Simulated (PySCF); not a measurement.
## A small calculation by hand: entropy of an ideal gas

C₂H₆OSi, SMILES C=C[SiH2]O.

Coordinates come from a ωB97X-D3(BJ)/def2-SVP optimisation. One conformer was computed; it need not be the lowest.

ωB97X-D3(BJ)/def2-SVP (PySCF) gives the harmonic wavenumbers 115, 181, 228, 419, 433, 656, 671, 759, 842, 891, 929, 975, 1019, 1022, 1056, 1283, 1425, 1707, 2229, 2282, 3146, 3171, 3244, 3937 cm⁻¹ and the rotational temperatures 0.5143, 0.2024, 0.1521 K. The molar mass is 74.15 g/mol, the symmetry number 1, the spin multiplicity 1.

Problem. Work out the entropy at 298.15 K and 1 atm in the rigid-rotor, harmonic-oscillator model.

Solution. 
Translation (Sackur–Tetrode at 1 atm): S = R[1.5 ln M + 2.5 ln T − 1.16487] = 162.5 J/(mol K).
Rotation: q = (√π/σ) T^1.5/√(θA θB θC) = 72500, S = R[ln q + 3/2] = 105.5 J/(mol K).
Vibration: with u = 1.4388 ν/T, each mode gives R[u/(e^u − 1) − ln(1 − e^−u)]:
```csv
ν (cm⁻¹),modes,u,S (J/(mol K))
115,1,0.55,13.32
181,1,0.87,9.70
228,1,1.10,7.93
419,1,2.02,3.75
433,1,2.09,3.55
656,1,3.17,1.52
671,1,3.24,1.43
759,1,3.66,1.02
842,1,4.06,0.74
891,1,4.30,0.61
929,1,4.48,0.52
975,1,4.71,0.43
1019,1,4.92,0.36
1022,1,4.93,0.36
1056,1,5.10,0.31
1283,1,6.19,0.12
1425,1,6.88,0.07
1707,1,8.24,0.02
```
The stiffer modes add less than 0.005 each. Sum 45.8 J/(mol K).
Spin: R ln 1 = 0.0 J/(mol K).
Total 313.7 J/(mol K); the program's own thermochemistry gives 313.7. Translation makes up 52 % and vibration 15 %. Anharmonicity, hindered rotation and orbital degeneracy are left out.
